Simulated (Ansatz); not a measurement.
Reaction (ligand exchange at the Al–C bond): `B[C](=C)[AlH2]` + `CC(N)=S` → `CC(=S)[NH][AlH2]` + `BC=C`

Program: Ansatz. Geometries: PBE0-D4/def2-TZVP. ΔE: electronic, gas phase. CCSD(T)/CBS adds triple-zeta CCSD(T) − MP2 to the extrapolated MP2 energy (def2 sets, frozen cores). One conformer a species, not always the lowest.

`B[C](=C)[AlH2]`:

Cartesian coordinates in Å:
```
B 0.549 1.254 -0.891
C -0.079 0.117 -0.057
C -1.408 0.198 0.167
Al 0.875 -1.409 0.695
H -0.151 2.142 -1.299
H 1.720 1.283 -1.150
H -2.005 1.025 -0.223
H -1.963 -0.544 0.742
H 0.026 -2.467 1.527
H 2.437 -1.598 0.489
```

`CC(N)=S`:

Cartesian coordinates in Å:
```
C -0.438 0.608 -0.806
C 0.156 -0.556 -0.071
N 0.481 -0.298 1.203
S 0.375 -2.034 -0.753
H -0.525 0.378 -1.864
H -1.435 0.823 -0.410
H 0.174 1.506 -0.678
H 0.868 -1.037 1.766
H 0.344 0.610 1.612
```

`CC(=S)[NH][AlH2]`:

```xyz
11

C    -0.144    0.331    1.427
C    -0.816   -0.577    0.442
S    -2.069   -1.548    0.870
N    -0.322   -0.547   -0.825
Al    1.018    0.382   -1.611
H     0.917    0.079    1.519
H    -0.198    1.371    1.092
H    -0.616    0.245    2.401
H    -0.841   -1.195   -1.409
H     1.206    0.054   -3.141
H     1.866    1.405   -0.765
```

`BC=C`:

Cartesian coordinates in Å:
```
B 0.536 -0.364 -1.109
C -0.472 -0.288 0.045
C -0.258 0.533 1.082
H 1.515 0.326 -1.065
H 0.372 -1.088 -2.048
H -1.378 -0.892 0.056
H 0.631 1.156 1.119
H -0.945 0.618 1.920
```

```tsv
species	HF/CBS(def2) energy (Eh)
`B[C](=C)[AlH2]`	-345.83733
`CC(N)=S`	-530.71601
`CC(=S)[NH][AlH2]`	-773.25171
`BC=C`	-103.33556
```

Question: Work out ΔE.

Answer: ΔE = (-773.25171) + (-103.33556) − (-345.83733) − (-530.71601) = -0.03393 Eh = -0.92 eV. CCSD(T)/CBS gives -0.95 eV.

Largest T1 diagnostic among the species: 0.017.

In def2-TZVPP, CCSD(T) changes the Hartree–Fock value by −0.05 eV (the triples alone add −0.00 eV) and MP2 by −0.05 eV.
